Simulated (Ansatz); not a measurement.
Steps of a relaxation of C3H8Si2 (`C=C1C[SiH]1[SiH3]`) with RKS PBE0-D4/def2-TZVP.

```sh
$ ansatz run in.yaml --threads 4 --pin off --events-out ev --progress --plain --max-ram 10444MiB
```

```yaml
crystal:
  periodic: [false, false, false]
  atoms:
    - {symbol: C, position_ang: [-0.509978, 2.157216, 0.940100]}
    - {symbol: C, position_ang: [-0.609961, 1.036994, 0.214026]}
    - {symbol: C, position_ang: [-1.564463, -0.106364, 0.035005]}
    - {symbol: Si, position_ang: [0.038892, -0.200025, -1.007611]}
    - {symbol: Si, position_ang: [1.704598, -1.661202, -0.284609]}
    - {symbol: H, position_ang: [0.364929, 2.822904, 0.856647]}
    - {symbol: H, position_ang: [-1.303066, 2.456810, 1.650290]}
    - {symbol: H, position_ang: [-2.512897, 0.102949, -0.497677]}
    - {symbol: H, position_ang: [-1.703240, -0.805020, 0.882665]}
    - {symbol: H, position_ang: [-0.087149, 0.113892, -2.469426]}
    - {symbol: H, position_ang: [1.624946, -2.993998, -0.983704]}
    - {symbol: H, position_ang: [3.080299, -1.090810, -0.512960]}
    - {symbol: H, position_ang: [1.497490, -1.868346, 1.192255]}
basis:
  gaussian: {orbitals: def2-TZVP}
hamiltonian: {xc: pbe0, dispersion: d4}
relax: {f_tol: 0.005, max_steps: 150}
```

Positions (Å) and forces (eV/Å) along the path, 10 of 10 steps:

```xyz
13
step=1 energy=-18985.7530 eV
C    -0.510    2.157    0.940   -0.088   -0.455   -0.257
C    -0.610    1.037    0.214    0.193    0.490    0.231
C    -1.564   -0.106    0.035   -0.160   -0.165   -0.037
Si    0.039   -0.200   -1.008   -0.458    0.308    0.301
Si    1.705   -1.661   -0.285    0.170   -0.139    0.100
H     0.365    2.823    0.857   -0.478   -0.378    0.028
H    -1.303    2.457    1.650    0.420   -0.160   -0.377
H    -2.513    0.103   -0.498    0.532   -0.075    0.292
H    -1.703   -0.805    0.883    0.101    0.403   -0.443
H    -0.087    0.114   -2.469    0.032   -0.058    0.300
H     1.625   -2.994   -0.984    0.003    0.304    0.144
H     3.080   -1.091   -0.513   -0.314   -0.119    0.044
H     1.497   -1.868    1.192    0.046    0.044   -0.325
13
step=2 energy=-18985.8083 eV
C    -0.508    2.137    0.932   -0.061   -0.058   -0.037
C    -0.603    1.031    0.213    0.145    0.013   -0.076
C    -1.557   -0.107    0.034    0.004   -0.076   -0.053
Si    0.038   -0.201   -0.998   -0.297    0.189    0.229
Si    1.698   -1.652   -0.279    0.049   -0.050    0.021
H     0.353    2.799    0.846   -0.118   -0.098    0.023
H    -1.293    2.433    1.632    0.120   -0.035   -0.094
H    -2.493    0.110   -0.489    0.161   -0.022    0.075
H    -1.695   -0.790    0.877    0.038    0.110   -0.131
H    -0.082    0.114   -2.446    0.010   -0.018    0.071
H     1.610   -2.967   -0.980    0.009    0.069    0.038
H     3.057   -1.083   -0.511   -0.074   -0.030    0.011
H     1.495   -1.861    1.184    0.016    0.007   -0.077
13
step=3 energy=-18985.8143 eV
C    -0.514    2.140    0.922    0.016   -0.044    0.098
C    -0.602    1.035    0.207    0.094   -0.012   -0.050
C    -1.551   -0.106    0.033   -0.011   -0.026   -0.056
Si    0.032   -0.196   -0.988   -0.059    0.016    0.044
Si    1.693   -1.652   -0.279    0.012    0.002    0.005
H     0.353    2.789    0.855   -0.015    0.034   -0.035
H    -1.293    2.428    1.624   -0.022    0.025   -0.012
H    -2.482    0.107   -0.489   -0.019    0.004   -0.006
H    -1.685   -0.783    0.874    0.001    0.004    0.022
H    -0.084    0.113   -2.434    0.001   -0.002   -0.012
H     1.609   -2.962   -0.977   -0.010   -0.003   -0.010
H     3.046   -1.083   -0.513    0.010    0.006   -0.002
H     1.498   -1.864    1.179    0.002   -0.004    0.013
13
step=4 energy=-18985.8138 eV rejected
C    -0.513    2.142    0.924    0.073   -0.046    0.060
C    -0.597    1.038    0.206   -0.043   -0.097   -0.100
C    -1.551   -0.107    0.033    0.080    0.149   -0.146
Si    0.033   -0.195   -0.988   -0.064   -0.005    0.091
Si    1.693   -1.652   -0.279    0.022    0.005    0.005
H     0.352    2.793    0.861   -0.026    0.020   -0.029
H    -1.293    2.426    1.625   -0.054    0.034    0.014
H    -2.481    0.097   -0.497    0.022    0.033    0.025
H    -1.687   -0.771    0.879   -0.012   -0.099    0.110
H    -0.089    0.106   -2.434    0.003    0.007   -0.027
H     1.609   -2.961   -0.981   -0.011   -0.004   -0.010
H     3.047   -1.084   -0.512    0.009    0.004   -0.001
H     1.498   -1.868    1.178    0.001   -0.002    0.008
13
step=5 energy=-18985.8153 eV
C    -0.511    2.136    0.926   -0.013   -0.018    0.026
C    -0.599    1.034    0.207    0.060    0.007   -0.013
C    -1.551   -0.106    0.032   -0.007   -0.012   -0.025
Si    0.031   -0.196   -0.988   -0.020   -0.009    0.015
Si    1.693   -1.652   -0.278    0.004    0.001    0.001
H     0.351    2.791    0.854   -0.003    0.018   -0.011
H    -1.294    2.429    1.622   -0.009    0.007    0.004
H    -2.483    0.108   -0.490   -0.015    0.009   -0.003
H    -1.685   -0.782    0.874   -0.003   -0.002    0.015
H    -0.084    0.113   -2.434    0.002   -0.001   -0.010
H     1.608   -2.962   -0.978   -0.007   -0.002   -0.007
H     3.046   -1.083   -0.513    0.008    0.006   -0.002
H     1.498   -1.865    1.180    0.003   -0.003    0.010
13
step=6 energy=-18985.8156 eV
C    -0.511    2.135    0.928   -0.010   -0.004   -0.005
C    -0.596    1.034    0.207    0.017    0.009   -0.006
C    -1.552   -0.106    0.030    0.006    0.008    0.002
Si    0.031   -0.199   -0.986   -0.008   -0.007    0.004
Si    1.695   -1.653   -0.277   -0.003   -0.001    0.001
H     0.347    2.796    0.852   -0.002    0.001    0.004
H    -1.296    2.426    1.624   -0.005    0.000    0.000
H    -2.483    0.111   -0.491    0.002    0.007    0.002
H    -1.689   -0.777    0.876   -0.005   -0.010    0.005
H    -0.082    0.108   -2.433    0.003   -0.001   -0.004
H     1.606   -2.961   -0.981    0.001    0.000   -0.001
H     3.048   -1.082   -0.514    0.000    0.001   -0.003
H     1.504   -1.868    1.181    0.003   -0.003    0.000
13
step=7 energy=-18985.8157 eV
C    -0.514    2.137    0.928   -0.014    0.003    0.017
C    -0.594    1.032    0.211    0.022    0.005   -0.030
C    -1.551   -0.105    0.032   -0.019    0.008   -0.020
Si    0.032   -0.199   -0.984   -0.002   -0.005    0.011
Si    1.696   -1.655   -0.279    0.000   -0.006   -0.001
H     0.343    2.798    0.854    0.006    0.006   -0.004
H    -1.303    2.430    1.617   -0.005    0.000    0.003
H    -2.481    0.115   -0.490    0.007    0.005    0.007
H    -1.691   -0.778    0.875    0.000   -0.017    0.019
H    -0.080    0.111   -2.430    0.004    0.000   -0.001
H     1.604   -2.964   -0.981    0.000    0.000   -0.003
H     3.048   -1.086   -0.520    0.002    0.003   -0.003
H     1.510   -1.871    1.180    0.001   -0.001    0.004
13
step=8 energy=-18985.8158 eV
C    -0.516    2.139    0.928   -0.009    0.004   -0.003
C    -0.593    1.033    0.212    0.005    0.003   -0.006
C    -1.551   -0.104    0.033   -0.015    0.016   -0.012
Si    0.033   -0.200   -0.981    0.001   -0.008    0.003
Si    1.697   -1.659   -0.279    0.003    0.001    0.001
H     0.339    2.803    0.855    0.003   -0.002    0.001
H    -1.308    2.432    1.615    0.000   -0.005    0.001
H    -2.480    0.118   -0.489    0.009    0.000    0.006
H    -1.693   -0.776    0.877    0.002   -0.010    0.008
H    -0.074    0.109   -2.428    0.001    0.001    0.002
H     1.604   -2.966   -0.984   -0.002    0.002   -0.001
H     3.047   -1.087   -0.525    0.001   -0.002    0.001
H     1.516   -1.878    1.180    0.002   -0.001   -0.001
13
step=9 energy=-18985.8159 eV
C    -0.518    2.141    0.927    0.003    0.008    0.004
C    -0.592    1.035    0.211    0.001   -0.003   -0.001
C    -1.551   -0.103    0.033   -0.004    0.001    0.001
Si    0.034   -0.201   -0.979   -0.002   -0.002    0.001
Si    1.698   -1.660   -0.279    0.000    0.000    0.000
H     0.337    2.806    0.856   -0.001   -0.002    0.000
H    -1.311    2.431    1.614   -0.001   -0.002   -0.002
H    -2.480    0.120   -0.488    0.000   -0.002   -0.001
H    -1.692   -0.775    0.877    0.002    0.001    0.000
H    -0.072    0.107   -2.426    0.001    0.002   -0.001
H     1.602   -2.965   -0.986    0.000   -0.001    0.000
H     3.049   -1.090   -0.526    0.000    0.000    0.000
H     1.520   -1.881    1.180    0.000   -0.001    0.000
13
step=10 energy=-18985.8159 eV
C    -0.519    2.142    0.927    0.000   -0.002   -0.001
C    -0.593    1.035    0.212    0.002    0.000   -0.001
C    -1.551   -0.103    0.034   -0.003    0.004   -0.003
Si    0.034   -0.201   -0.978    0.003    0.000    0.003
Si    1.698   -1.661   -0.279    0.001    0.000    0.000
H     0.336    2.806    0.856    0.001    0.000    0.000
H    -1.312    2.432    1.613   -0.002    0.000    0.000
H    -2.480    0.119   -0.489   -0.001    0.000    0.001
H    -1.692   -0.775    0.878    0.001   -0.002    0.000
H    -0.071    0.109   -2.426   -0.002   -0.001    0.001
H     1.601   -2.966   -0.987    0.000    0.000    0.000
H     3.049   -1.090   -0.527    0.000    0.000    0.000
H     1.521   -1.882    1.180    0.000    0.000    0.000
```

Hardware: 4 threads of a server CPU on a shared host. Wall time 23 s, peak host memory 0.65 GiB.
